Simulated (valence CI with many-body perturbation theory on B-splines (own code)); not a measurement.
# Pr43+: E2, M1, M2 decay

Method: valence CI with perturbative core correlation (CI+MBPT): six valence electrons over a frozen Dirac-Fock core [Ne], a basis of 9 s, 9 p, 8 d, 6 f, 3 g, 1 h functions for each j, with the one-electron correlation potential Σ1, the two-electron term Σ2, the three-electron term Σ3, Breit, model QED; selected CI, second order for the rest, scaled by the run's own slope (own B-spline code, finite nucleus).

The last digits are not significant, and no measured levels were compared; by estimate large intervals hold to a few tenths of a per cent, small ones and those within an open d or f shell to about a per cent. Among the levels kept, up to 1100 cm⁻¹ of a level comes from second order outside the variational space, and about a tenth of that is noise between levels of different J, which matters for small intervals.

Lines 1 to 25 of 25 in falling wavelength, among levels below 2948400 cm⁻¹, chosen from the decays that carry over 1 % of a level's rate. Wavelengths and rates use the calculated energies. Electric multipoles are in the length gauge with retardation, E1 and E2 with the static RPA response of the core. M1 uses the relativistic operator with retardation. S is in atomic units (e²a₀⁴ for E2 and M2, e²a₀⁶ for E3), for M1 in squared Bohr magnetons. Weak lines are less certain than strong ones. Lines between different terms over intervals too small for the method are left out, as are lines whose strength nearly cancels.

Levels are named by their leading jj configuration (3d3/2^4 stands for four electrons in 3d with j = 3/2), which in mixed levels can hold well under half, so a name can repeat and another be missing. Letters in brackets count levels of one name in rising energy.

| λ vac (nm) | Upper | Lower | Type | A (s⁻¹) | S (a.u.) |
| --- | --- | --- | --- | --- | --- |
| 85.74 | (3s^2 3p1/2^2 3p3/2^2) J=0 | (3s^2 3p1/2^2 3p3/2^2) J=2 | E2 | 8.31e+00 | 3.44e-03 |
| 51.05 | (3s^2 3p1/2 3p3/2^2 3d5/2) J=4 [b] | (3s^2 3p1/2 3p3/2^2 3d3/2) J=4 | M1 | 2.91e+04 | 1.29e+00 |
| 50.57 | (3s^2 3p1/2^2 3p3/2 3d5/2) J=4 | (3s^2 3p1/2^2 3p3/2 3d3/2) J=3 | M1 | 9.77e+04 | 4.22e+00 |
| 45.84 | (3s^2 3p1/2 3p3/2^2 3d5/2) J=5 | (3s^2 3p1/2 3p3/2^2 3d3/2) J=4 | M1 | 1.14e+05 | 4.49e+00 |
| 39.21 | (3s^2 3p1/2 3p3/2^2 3d5/2) J=4 [b] | (3s^2 3p1/2 3p3/2^2 3d3/2) J=3 [a] | M1 | 9.09e+04 | 1.83e+00 |
| 16.79 | (3s^2 3p1/2 3p3/2^2 3d3/2) J=4 | (3s^2 3p1/2^2 3p3/2 3d5/2) J=3 | M1 | 9.70e+04 | 1.53e-01 |
| 13.91 | (3s^2 3p1/2 3p3/2^2 3d5/2) J=4 [a] | (3s^2 3p1/2^2 3p3/2 3d5/2) J=3 | M1 | 3.16e+06 | 2.84e+00 |
| 13.43 | (3s^2 3p1/2 3p3/2^2 3d3/2) J=4 | (3s^2 3p1/2^2 3p3/2 3d5/2) J=4 | M1 | 6.53e+04 | 5.28e-02 |
| 12.64 | (3s^2 3p1/2 3p3/2^2 3d5/2) J=4 [b] | (3s^2 3p1/2^2 3p3/2 3d5/2) J=3 | M1 | 1.11e+06 | 7.44e-01 |
| 12.18 | (3s^2 3p1/2 3p3/2^3) J=1 | (3s^2 3p1/2^2 3p3/2^2) J=0 | M1 | 3.83e+06 | 7.69e-01 |
| 11.53 | (3s^2 3p1/2 3p3/2^2 3d5/2) J=4 [a] | (3s^2 3p1/2^2 3p3/2 3d5/2) J=4 | M1 | 9.31e+06 | 4.75e+00 |
| 10.66 | (3s^2 3p1/2 3p3/2^3) J=1 | (3s^2 3p1/2^2 3p3/2^2) J=2 | M1 | 1.30e+07 | 1.75e+00 |
| 10.66 | (3s^2 3p1/2 3p3/2^2 3d5/2) J=4 [b] | (3s^2 3p1/2^2 3p3/2 3d5/2) J=2 | E2 | 3.43e+04 | 3.79e-03 |
| 10.64 | (3s^2 3p1/2 3p3/2^2 3d5/2) J=4 [b] | (3s^2 3p1/2^2 3p3/2 3d5/2) J=4 | M1 | 1.20e+06 | 4.81e-01 |
| 10.64 | (3s^2 3p1/2 3p3/2^2 3d5/2) J=4 [b] | (3s^2 3p1/2^2 3p3/2 3d5/2) J=4 | E2 | 4.35e+04 | 4.76e-03 |
| 10.61 | (3s^2 3p1/2 3p3/2^2 3d3/2) J=4 | (3s^2 3p1/2^2 3p3/2 3d3/2) J=3 | M1 | 2.12e+06 | 8.45e-01 |
| 10.61 | (3s^2 3p1/2 3p3/2^2 3d3/2) J=4 | (3s^2 3p1/2^2 3p3/2 3d3/2) J=3 | E2 | 6.07e+04 | 6.57e-03 |
| 10.39 | (3s^2 3p1/2 3p3/2^2 3d5/2) J=5 | (3s^2 3p1/2^2 3p3/2 3d5/2) J=4 | M1 | 2.44e+06 | 1.12e+00 |
| 10.39 | (3s^2 3p1/2 3p3/2^2 3d5/2) J=5 | (3s^2 3p1/2^2 3p3/2 3d5/2) J=4 | E2 | 6.07e+04 | 7.22e-03 |
| 10.08 | (3s^2 3p1/2 3p3/2^2 3d3/2) J=4 | (3s^2 3p1/2^2 3p3/2 3d3/2) J=2 | E2 | 3.12e+04 | 2.61e-03 |
| 10.01 | (3s^2 3p1/2 3p3/2^3) J=2 | (3s^2 3p1/2^2 3p3/2^2) J=2 | M1 | 8.27e+06 | 1.54e+00 |
| 10.01 | (3s^2 3p1/2 3p3/2^3) J=2 | (3s^2 3p1/2^2 3p3/2^2) J=2 | E2 | 1.21e+05 | 5.44e-03 |
| 9.575 | (3s^2 3p3/2^4) J=0 | (3s^2 3p1/2 3p3/2^3) J=1 | M1 | 3.72e+07 | 1.21e+00 |
| 9.387 | (3s^2 3p1/2 3p3/2^2 3d5/2) J=4 [a] | (3s^2 3p1/2^2 3p3/2 3d3/2) J=3 | M1 | 3.45e+05 | 9.51e-02 |
| 6.043 | (3s^2 3p1/2^2 3p3/2 3d5/2) J=4 | (3s^2 3p1/2^2 3p3/2^2) J=2 | M2 | 4.22e+03 | 2.73e-05 |
